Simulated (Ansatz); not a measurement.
Basis-set extrapolation for `F[SiH]1COC=N1` (PBE0-D4/def2-TZVP geometry, frozen core, the Gaussian-basis code of Ansatz). Multiplicity 1, RHF reference.

```tsv
	def2-TZVPP	def2-QZVPP
HF	-595.968314	-595.991832
MP2 correlation	-1.109886	-1.196997
CCSD(T) correlation	-1.179775	not run
```

Energies in hartree. Use E(X) = E(∞) + A·exp(−7.88·√X) for Hartree–Fock and E(X) = E(∞) + B·X^(−2.97) for correlation, with X = 3 and 4, and add CCSD(T) minus MP2 of the smaller set to the MP2 limit.

Problem. What is the CCSD(T) energy at the basis-set limit?

Solution. HF limit: -595.991832 + (-0.023518) × 0.13774 = -595.99507. MP2 limit: -1.196997 + (-0.087111) × 0.74074 = -1.26152. Higher-order term: -1.179775 − (-1.109886) = -0.06989. Total: -597.32648 hartree, 468.4 kJ/mol below CCSD(T)/def2-TZVPP.
